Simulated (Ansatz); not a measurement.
```yaml
crystal:
  periodic: [false, false, false]
  atoms:
    - {symbol: N, position_ang: [-1.709425, 1.490584, -0.109581]}
    - {symbol: Si, position_ang: [1.049223, -0.148794, -0.237332]}
    - {symbol: O, position_ang: [1.350879, -2.036260, 2.181299]}
    - {symbol: Br, position_ang: [0.867849, -2.222572, -3.895055]}
    - {symbol: H, position_ang: [-2.654653, 1.942114, -1.695526]}
    - {symbol: H, position_ang: [-2.094752, 2.672311, 1.331993]}
    - {symbol: H, position_ang: [3.418082, 1.318717, -0.231218]}
    - {symbol: H, position_ang: [-0.052972, -3.124002, 2.549785]}
basis:
  gaussian: {orbitals: aug-cc-pVTZ}
hamiltonian: {xc: {name: rPW86-PBE}}
output: {forces: true}
```

```sh
$ ansatz run in.yaml --threads 4 --pin off --events-out ev --progress --plain --max-ram 10444MiB
```

Output, abridged:

```
Functional definition: rPW86-PBE
1453 factors; their error is unknown
mean field evaluation 1: about -81494.7587 eV, gradient 1.3e2 eV
mean field evaluation 2: about -80714.5212 eV, gradient 3.2e2 eV
mean field evaluation 4: about -81300.1723 eV, gradient 1.9e2 eV
mean field evaluation 8: about -81546.1940 eV, gradient 5.6e0 eV
mean field evaluation 16: about -81546.3649 eV, gradient 2.9e-1 eV
mean field evaluation 32: about -81546.3654 eV, gradient 1.6e-6 eV
mean field -81546.36543380 eV, -2996.7736555804 hartree, gradient 1.5e-6 eV, S^2 0.000000; 9 other end points of the search recorded, 0 dependent functions left out
reference -81546.36566332 eV, -2996.7736640151 hartree; 34, 34 occupied and 259, 259 virtual orbitals, 1453 factors
Total energy: -81546.36566332 eV, -2996.7736640151 hartree
Atom 0 at    -1.709425     1.490584    -0.109581 Å, force    -1.754092     1.721545    -0.092704 eV/Å
Atom 1 at     1.049223    -0.148794    -0.237332 Å, force     0.785425     0.093256     0.660364 eV/Å
Atom 2 at     1.350879    -2.036260     2.181299 Å, force    -3.011604    -1.452924    -0.271451 eV/Å
Atom 3 at     0.867849    -2.222572    -3.895055 Å, force     0.024453     0.276163     0.475840 eV/Å
Atom 4 at    -2.654653     1.942114    -1.695526 Å, force     1.691403    -0.441626     2.895883 eV/Å
Atom 5 at    -2.094752     2.672311     1.331993 Å, force     0.628190    -1.794337    -2.778170 eV/Å
Atom 6 at     3.418082     1.318717    -0.231218 Å, force    -1.325470    -0.855192     0.026416 eV/Å
Atom 7 at    -0.052972    -3.124002     2.549785 Å, force     2.961694     2.453115    -0.916177 eV/Å
Dipole moment:    -0.527663     0.618399     0.423354 e Å
```

Question: Something in this input is off. What?

Answer: The coordinates are in bohr but typed as ångström. The run converged. The result belongs to that input, not to the molecule as meant.
